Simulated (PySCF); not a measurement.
CH8N2OSi, SMILES CN[Si@@H](N)O.

The structure is a stationary point at PBE-D3(BJ)/def2-SVP. The structure was generated by enumeration; whether it is a known compound was not checked. The values are those of a single conformer.

These are PBE-D3(BJ)/def2-SVP in PySCF 2.14.0 values and carry that method's errors.

Frequencies are harmonic and unscaled.

Computed harmonic wavenumbers and intensities:
```tsv
mode	ν (cm⁻¹)	IR (km/mol)	moving atoms (share of kinetic energy)
1	84	3.1	N 30 %, H 28 %, C 24 %, O 14 %
2	153	3.3	H 88 %
3	192	6.3	H 46 %, N 28 %, Si 13 %, C 10 %
4	222	20.6	H 53 %, N 18 %, O 14 %, C 9 %
5	258	10.0	H 59 %, N 18 %, O 13 %, Si 8 %
6	283	37.9	H 30 %, N 28 %, O 28 %, Si 12 %
7	325	142.2	H 85 %, N 10 %
8	368	54.6	H 74 %, N 17 %
9	396	38.7	N 28 %, Si 25 %, H 20 %, C 17 %, O 10 %
10	490	102.0	H 85 %, N 12 %
11	710	47.5	H 59 %, N 23 %, Si 10 %
12	740	102.2	H 54 %, N 18 %, Si 15 %, O 10 %
13	770	12.7	H 63 %, O 22 %, N 11 %
14	819	59.4	H 59 %, N 28 %, Si 9 %
15	850	96.9	H 50 %, O 26 %, Si 15 %
16	898	268.7	H 43 %, Si 34 %, N 19 %
17	943	114.1	H 57 %, Si 31 %
18	1057	27.0	H 81 %, C 11 %
19	1105	0.2	H 76 %, C 19 %
20	1145	101.2	N 40 %, C 34 %, H 24 %
21	1351	83.4	H 61 %, N 27 %, C 11 %
22	1397	16.4	H 86 %, C 14 %
23	1413	4.3	H 96 %
24	1452	4.6	H 95 %
25	1476	58.6	H 88 %, N 12 %
26	2108	181.1	H 97 %
27	2908	114.5	H 96 %
28	2967	51.2	H 91 %, C 9 %
29	3033	18.0	H 91 %, C 9 %
30	3509	12.9	H 93 %
31	3515	25.8	H 96 %
32	3619	24.4	H 91 %, N 9 %
33	3772	51.9	H 94 %
```
